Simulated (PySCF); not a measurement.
## Electron correlation in Se⁺ (selenium, charge +1)

[Ar] 3d10 4s1 4p3 4d1, high-spin 6D determinant (an excited configuration). Calculation: PySCF 2.14, in aug-cc-pVQZ-DK; scalar relativity by spin-free X2C-1e. Frozen: [Ar] 3d10; 5 electrons correlated.

MP2 pair energies summed by pair of shells (mhartree):

```
 pair  energy  share (%)
4p-4p  -14.18       50.2
4p-4d   -9.55       33.8
4s-4p   -3.34       11.8
4s-4d   -1.15        4.1
```

Total MP2 correlation energy: -28.22 mhartree.

Same-spin part -28.22 and opposite-spin part 0.00 mhartree; SCS-MP2 scales them by 1/3 and 6/5 to -9.41 mhartree.
